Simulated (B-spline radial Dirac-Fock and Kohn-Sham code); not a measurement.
Binding energies of Cd⁺ in different valence configurations

The computed values come from a radial B-spline solver: relaxed Dirac-Fock hole states (ΔSCF) with Breit and QED corrections and a finite nucleus. No correlation.

Reference: the tabulated ground configuration [Kr] 4d10 5s1, with 2p3/2 3555.4 eV, 3s 790.2 eV, 3p1/2 671.2 eV, 3d3/2 427.6 eV, 4p1/2 93.46 eV, 4p3/2 87.68 eV, Kα1 23172.0 eV, Kβ1 26091.0 eV.

Shifts from the reference in eV.

```
   configuration  average energy  2p3/2     3s  3p1/2  3d3/2  4p1/2  4p3/2    Kα1    Kβ1
    [Kr] 4d9 5s2           +9.07  +6.78  +6.75  +6.63  +6.62  +4.98  +4.89  -0.30  -0.14
[Kr] 4d9 5s1 5p1          +13.95  +8.19  +8.05  +8.06  +8.04  +6.43  +6.33  -0.33  -0.19
   [Kr] 4d10 5p1           +5.16  +1.62  +1.62  +1.64  +1.64  +1.67  +1.67  +0.05  +0.03
```
